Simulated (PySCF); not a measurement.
# Computed properties of HfF3, SMILES [F][Hf+]([F])[F], charge +1, multiplicity 1

HfF3, SMILES [F][Hf+]([F])[F], charge +1, multiplicity 1. Coordinates come from a PBE0-D3(BJ)/def2-TZVP optimisation. The multiplicity is an assumed one; other spin states were not compared. The isomer is the one that the SMILES or the coordinates give; other isomers of the formula were not compared. The def2 effective core potentials stand for the cores of Hf; spin–orbit coupling is left out. The values are those of a single conformer. All values are computed for the isolated molecule unless a solvent is named; none is compared with measurement here.

**Structure.** The optimised structure has C3v symmetry. All 6 harmonic modes at PBE0-D3(BJ)/def2-TZVP (PySCF) are real, so it is a minimum. With heavy atoms numbered as in [Hf+:1]([F:2])([F:3])[F:4], the shortest bond between them is Hf1–F3 at 1.840 Å and the longest Hf1–F2 at 1.840 Å.

**Vibrations.** The strongest infrared lines (harmonic, unscaled, degenerate partners summed) lie at 732 cm⁻¹ (295 km/mol, F 87 %, Hf 13 %), 135 cm⁻¹ (34 km/mol, F 80 %, Hf 20 %), 757 cm⁻¹ (20 km/mol, F 96 %). The softest mode is at 135 cm⁻¹ and the zero-point energy is 3.9 kcal/mol.

**Electronic structure.** CAM-B3LYP/def2-TZVPD (PySCF) places the frontier levels at -19.70 and -8.89 eV, a gap of 10.81 eV and a mean polarisability of 26.4 bohr³. PBE/def2-TZVPD (PySCF) at the same geometry gives -16.15 and -10.41 eV, so its gap is 5.07 eV narrower. An orbital gap is neither the optical nor the fundamental gap.

**Excitations.** TDA-PBE0/def2-SVPD (PySCF) has S1 at 6.98 eV (178 nm, f = 0.000, dark); the most intense of the 10 singlets computed lies at 7.83 eV (f = 0.02). Strengths of degenerate partners are summed. T1 (TDA) is at 6.88 eV, 0.10 eV under S1. No vertical singlet excitation falls in the visible range (under 3.1 eV).
